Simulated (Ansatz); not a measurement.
Reaction (isomerisation): `C/C=C/[SiH2]N` → `C=NC[SiH2]C`

Gas-phase electronic energies from Ansatz, PBE0-D4/def2-TZVP geometries. CCSD(T)/CBS adds triple-zeta CCSD(T) − MP2 to the extrapolated MP2 energy (def2 sets, frozen cores). DFT in def2-TZVPP. HSE06 is defined as in plane-wave codes. Each species was taken in one conformer, which may not be the lowest.

`C/C=C/[SiH2]N`:

Cartesian coordinates in Å:
```
C 1.501 -1.997 -0.651
C 1.021 -0.656 -0.215
C -0.192 -0.148 -0.441
Si -0.685 1.540 0.135
N -2.094 1.441 1.118
H 1.816 -2.596 0.210
H 2.379 -1.903 -1.299
H 0.728 -2.545 -1.192
H 1.746 -0.052 0.333
H -0.910 -0.762 -0.986
H 0.528 2.116 0.797
H -1.061 2.439 -0.991
H -2.683 2.250 1.232
H -2.094 0.872 1.949
```

`C=NC[SiH2]C`:

```xyz
14

C     0.097   -1.123   -2.236
N     0.450   -0.213   -1.441
C    -0.564    0.574   -0.797
Si   -0.609    0.154    1.051
C     1.058    0.422    1.844
H    -0.953   -1.326   -2.491
H     0.857   -1.746   -2.705
H    -1.568    0.441   -1.233
H    -0.297    1.633   -0.878
H    -1.646    1.017    1.686
H    -1.037   -1.266    1.191
H     1.353    1.472    1.782
H     1.044    0.133    2.897
H     1.816   -0.173    1.330
```

```json
{"level": "LDA (SPW92)", "ΔE (kJ/mol)": "92.4", "difference from CCSD(T)/CBS": "-9.2"}
{"level": "PBE-D4", "ΔE (kJ/mol)": "84.8", "difference from CCSD(T)/CBS": "-16.8"}
{"level": "BLYP-D4", "ΔE (kJ/mol)": "86.3", "difference from CCSD(T)/CBS": "-15.3"}
{"level": "B97M-V", "ΔE (kJ/mol)": "96.8", "difference from CCSD(T)/CBS": "-4.8"}
{"level": "r2SCAN0-D4", "ΔE (kJ/mol)": "100.2", "difference from CCSD(T)/CBS": "-1.4"}
{"level": "CAM-B3LYP-D4", "ΔE (kJ/mol)": "97.6", "difference from CCSD(T)/CBS": "-4.0"}
{"level": "B2PLYP", "ΔE (kJ/mol)": "97.7", "difference from CCSD(T)/CBS": "-3.9"}
{"level": "BLYP", "ΔE (kJ/mol)": "88.5", "difference from CCSD(T)/CBS": "-13.1"}
{"level": "r2SCAN0", "ΔE (kJ/mol)": "100.6", "difference from CCSD(T)/CBS": "-1.0"}
{"level": "HSE06", "ΔE (kJ/mol)": "94.2", "difference from CCSD(T)/CBS": "-7.4"}
{"level": "LC-ωPBE", "ΔE (kJ/mol)": "95.5", "difference from CCSD(T)/CBS": "-6.1"}
{"level": "CCSD(T)/def2-SVP", "ΔE (kJ/mol)": "74.1", "difference from CCSD(T)/CBS": "-27.5"}
{"level": "MP2/def2-TZVPP", "ΔE (kJ/mol)": "101.2", "difference from CCSD(T)/CBS": "-0.4"}
{"level": "SCS-MP2/def2-TZVPP", "ΔE (kJ/mol)": "98.3", "difference from CCSD(T)/CBS": "-3.3"}
{"level": "MP2/def2-QZVPP", "ΔE (kJ/mol)": "105.3", "difference from CCSD(T)/CBS": "3.7"}
{"level": "SCS-MP2/def2-QZVPP", "ΔE (kJ/mol)": "102.4", "difference from CCSD(T)/CBS": "0.8"}
{"level": "CCSD(T)/CBS", "ΔE (kJ/mol)": "101.6", "difference from CCSD(T)/CBS": "0"}
```

**Question.** What do rigid-rotor, harmonic-oscillator terms from PBE0-D4/def2-TZVP frequencies (298.15 K, 1 bar) make of the CCSD(T)/CBS value? (Best estimate.)

**Answer.** The calculation gave: ΔZPE = -3.6 kJ/mol, ΔH = +97.2 kJ/mol, ΔS = -2 J/(mol·K), ΔG = +97.8 kJ/mol.

Largest T1 diagnostic among the species: 0.011.

From r2SCAN to r2SCAN0 (25 % exact exchange), in def2-TZVPP and without D4, ΔE moves by +5.8 kJ/mol. Leaving LDA and LC-ωPBE aside and taking each functional with its dispersion term where it has one, the values, not all of them listed here, spread over 21.6 kJ/mol, from revPBE-D4 to BHLYP-D4. LDA lies +6.5 kJ/mol from PBE without D4.

CCSD(T)/CBS has its own doubt, a few kJ/mol and more with outer-core shells, so smaller differences from it don't rank the levels.
